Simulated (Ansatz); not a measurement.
Reaction (formal exchange of groups at a C–N bond): `BN(C=C)[SiH2][SiH3]` + `C=C[SiH2]Br` → `C=C[SiH](Br)C=C` + `BN[SiH2][SiH3]`

Program: Ansatz. Geometries: PBE0-D4/def2-TZVP. ΔE: electronic, gas phase. CCSD(T)/CBS is the MP2 limit (def2-TZVPP, def2-QZVPP) plus CCSD(T) − MP2 in def2-TZVPP, frozen cores. DFT in def2-TZVPP. For Br outer-core shells are correlated without core-valence functions, which leaves a few kJ/mol of doubt a bond. Scalar relativity is left out up to krypton. One conformer a species, not always the lowest.

```tsv
level	ΔE (kJ/mol)
PBE-D4	-42.2
BLYP-D4	-43.5
PBE0-D4	-44.4
r2SCAN0-D4	-47.0
ωB97X-V	-47.2
PBE-QIDH	-48.0
CAM-B3LYP	-49.1
CCSD/def2-TZVPP	-50.9
```

Question: What does CCSD(T)/CBS give? (An estimate is asked.)

Answer: Ansatz gave: -51.0 kJ/mol. The listed levels differ from it by 8.8, 7.5, 6.6, 4.0, 3.8, 3.0, 1.9, 0.1 kJ/mol.

Largest T1 diagnostic among the species: 0.014.

At CCSD(T), def2-SVP lies +14.3 kJ/mol from the extrapolated value and def2-TZVPP +2.1 kJ/mol. In def2-TZVPP, CCSD(T) changes the Hartree–Fock value by +7.0 kJ/mol (the triples alone add +1.9 kJ/mol) and MP2 by +6.5 kJ/mol.
